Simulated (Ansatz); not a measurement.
Basis-set extrapolation for Cl3H2NSi (`N[Si](Cl)(Cl)Cl`) (PBE0-D4/def2-TZVP geometry, frozen core, Ansatz). Multiplicity 1, RHF reference.

|  | def2-TZVPP | def2-QZVPP |
| --- | --- | --- |
| HF | -1723.326997 | -1723.377151 |
| MP2 correlation | -0.891996 | -0.977486 |
| CCSD(T) correlation | -0.985703 | not run |

Energies in hartree. Use E(X) = E(∞) + A·exp(−7.88·√X) for Hartree–Fock and E(X) = E(∞) + B·X^(−2.97) for correlation, with X = 3 and 4, and add CCSD(T) minus MP2 of the smaller set to the MP2 limit.

Task: What is the CCSD(T) energy at the basis-set limit?

Result: HF limit: -1723.377151 + (-0.050154) × 0.13774 = -1723.38406. MP2 limit: -0.977486 + (-0.085490) × 0.74074 = -1.04081. Higher-order term: -0.985703 − (-0.891996) = -0.09371. Total: -1724.51858 hartree, 5.60 eV below CCSD(T)/def2-TZVPP.
